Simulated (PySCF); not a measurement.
Compound: C2H5F3SSi.
Z-matrix (Å and degrees, PBE0-D3(BJ)/def2-SVP geometry), rows numbered from 1:
```
C 
C   1  1.5140
S   2  1.8457  1  113.90
Si  3  2.0855  2   98.57  1   -77.83
F   4  1.5981  3  109.19  2  -169.99
F   4  1.6051  3  114.42  2    69.55
F   4  1.6044  3  111.69  2   -49.29
H   1  1.0996  2  111.11  3   -55.87
H   1  1.0998  2  111.63  3    64.51
H   1  1.1015  2  109.87  3  -175.64
H   2  1.0998  1  112.36  3  -123.57
H   2  1.0998  1  111.53  3   116.29
```

The closed-shell ground state was solved at several levels (PySCF, density fitting, gas phase, non-relativistic).

| level | basis functions | total energy (Eh) | HOMO (eV) | LUMO (eV) | gap (eV) | dipole (D) |
| --- | --- | --- | --- | --- | --- | --- |
| B3LYP/6-31G* | 116 | -1066.6450 | -7.44 | -0.13 | 7.31 | 2.63 |
| B3LYP/def2-TZVP | 259 | -1066.9072 | -7.61 | -0.54 | 7.07 | 2.85 |
| PBE/pcSseg-1 | 158 | -1065.8966 | -6.65 | -1.17 | 5.48 | 2.67 |
| PBE0/aug-cc-pVDZ | 214 | -1066.0617 | -7.90 | -0.59 | 7.31 | 2.97 |
| PBE0/STO-3G | 48 | -1052.9024 | -3.79 | 5.59 | 9.38 | 1.01 |
| PBE0/6-311+G(2d,p) | 235 | -1066.1740 | -7.90 | -0.58 | 7.32 | 3.02 |
| PBE0/6-31G* | 116 | -1065.9754 | -7.75 | 0.06 | 7.81 | 2.67 |
| KT3/pcSseg-1 | 158 | -1076.4855 | -6.74 | -1.23 | 5.51 | 2.68 |
| PBE0/cc-pVDZ | 131 | -1066.0168 | -7.80 | 0.00 | 7.80 | 2.81 |
| PBE0/def2-TZVP | 259 | -1066.2257 | -7.87 | -0.30 | 7.57 | 2.89 |
| PBE0/6-31G | 81 | -1065.7793 | -8.19 | -0.35 | 7.84 | 3.46 |

Estimate the row for HF/pcSseg-1, a basis of 158 functions; the other rows only guide the guess.

Total energy -1063.5647 Eh, HOMO -10.87 eV, LUMO 3.30 eV, gap 14.17 eV, dipole 3.01 D.

Over all these levels, which gives the widest orbital gap and which the narrowest?

HF/pcSseg-1 (Hartree–Fock, all exact exchange) has the widest, 14.17 eV, and PBE/pcSseg-1 (GGA) the narrowest, 5.48 eV. The two share the basis. From the narrowest to the widest the HOMO moves by -4.22 eV and the LUMO by +4.47 eV.

How much does the basis alone move the frontier levels among the 7 PBE0 rows?

The HOMO by 4.40 eV and the LUMO by 6.18 eV. By rising basis size (HOMO, LUMO in eV): STO-3G -3.79, 5.59; 6-31G -8.19, -0.35; 6-31G* -7.75, 0.06; cc-pVDZ -7.80, 0.00; aug-cc-pVDZ -7.90, -0.59; 6-311+G(2d,p) -7.90, -0.58; def2-TZVP -7.87, -0.30.

How far do the dipole and the HOMO energy spread over the levels?

The dipole runs from 1.01 to 3.46 D (mean 2.72 D) and the HOMO from -10.87 to -3.79 eV.

One conformer stands for the species.
